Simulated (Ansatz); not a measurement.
Cl2CrO2 (SMILES [O]=[Cr](=[O])([Cl])[Cl]), singlet, at a GFN2-xTB geometry (such geometries of metal compounds can be far from the true shape). Base run: R2SCAN/pcseg-1 (Ansatz, a quantum-chemistry and plane-wave program).

Ansatz was given this input:
Ansatz 0.2 input:
```yaml
crystal:
  periodic: [false, false, false]
  atoms:
    - {symbol: Cr, position_ang: [0.36161990, -0.06306063, 0.11655214]}
    - {symbol: O, position_ang: [1.44045237, -0.59234025, -0.86408389]}
    - {symbol: O, position_ang: [0.79045337, 0.20330658, 1.58311746]}
    - {symbol: Cl, position_ang: [-0.38616068, 1.66825371, -0.64495912]}
    - {symbol: Cl, position_ang: [-1.17419951, -1.39615227, 0.14204619]}
basis:
  gaussian:
    orbitals: pcseg-1.json
hamiltonian:
  xc: r2scan
```
The basis file holds pcseg-1 in the JSON format of the Basis Set Exchange.

The base run was repeated with changes; each row names its change, and settings that it needs were set with it.

| change | ΔE vs base (eV) |
|---|---|
| base | 0.00 |
| occupation = up:A1:16 A2:2 B1:9 B2:10 down:A1:16 A2:2 B1:9 B2:10 | 13.65 |
| occupation = up:A1:15 A2:4 B1:8 B2:10 down:A1:15 A2:4 B1:8 B2:10 | 11.27 |
| symmetry_tolerance_ang = 0.01 | 0.00 |
| occupation = up:A1:17 A2:3 B1:7 B2:10 down:A1:17 A2:3 B1:7 B2:10 | 7.32 |
| occupation = up:A1:16 A2:2 B1:8 B2:11 down:A1:16 A2:2 B1:8 B2:11 | 10.22 |
| occupation = up:A1:16 A2:3 B1:8 B2:10 down:A1:16 A2:3 B1:8 B2:10 | 0.00 |
